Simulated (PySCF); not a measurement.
## Computed NMR parameters against published values

Geometry:
```tsv
atom	x (Å)	y (Å)	z (Å)
C1	4.028	1.296	-0.003
C2	3.848	-0.014	0.750
C3	2.423	-0.563	0.725
C4	1.420	0.336	1.425
S5	-0.289	-0.322	1.482
Si6	-0.863	-0.380	-0.586
C7	-0.378	-1.920	-1.527
Cl8	0.042	1.249	-1.552
Si9	-3.164	0.027	-0.577
C10	-4.075	-1.034	0.666
C11	-3.473	1.851	-0.321
Cl12	-3.815	-0.513	-2.497
H13	5.087	1.596	-0.036
H14	3.471	2.123	0.464
H15	3.670	1.210	-1.042
H16	4.516	-0.777	0.315
H17	4.177	0.107	1.798
H18	2.114	-0.696	-0.326
H19	2.394	-1.561	1.191
H20	1.689	0.477	2.484
H21	1.370	1.330	0.958
H22	0.711	-2.008	-1.647
H23	-0.850	-1.893	-2.521
H24	-0.746	-2.808	-0.988
H25	-5.154	-0.814	0.644
H26	-3.937	-2.105	0.452
H27	-3.696	-0.829	1.680
H28	-4.546	2.087	-0.376
H29	-3.094	2.146	0.671
H30	-2.938	2.440	-1.081
```

[PySCF 2.14: geometry: PBE0-D3(BJ)/def2-SVP; σ from GIAO-PBE0/pcSseg-1; rapidly exchanging positions averaged; non-relativistic; a single conformation; no solvent model]

Reference values: measured (solution; U. Herzog, Habilitationsschrift, TU Bergakademie Freiberg, 2002/2003).
| atoms | quantity | reference | computed | computed, scaled |
| --- | --- | --- | --- | --- |
| Si6 | δ ²⁹Si vs TMS | 20.1 | 39.1 | 19.3 |
| Si9 | δ ²⁹Si vs TMS | 16.7 | 27.8 | 9.8 |

Computed shifts are σ(ref) − σ with the named reference compound (TMS for H and C) calculated as an isolated molecule at the same level. The measured values may be among those fitted. Shieldings were converted by a linear fit to measured shifts: ²⁹Si (scatter 8.9 ppm rms, 23.9 ppm with the 6 outliers that the fit left out vs TMS, solution or neat liquid). Occasional misses reach two or three times the rms, and more in compound classes unlike the fitted ones.

Question: How far are the unscaled ²⁹Si shifts from the references?

Answer: Mean signed difference +15.05 ppm, mean absolute 15.05 ppm over 2 comparisons; the largest is +19.0 ppm at Si6 (silicon bonded to C, Cl, S, Si).
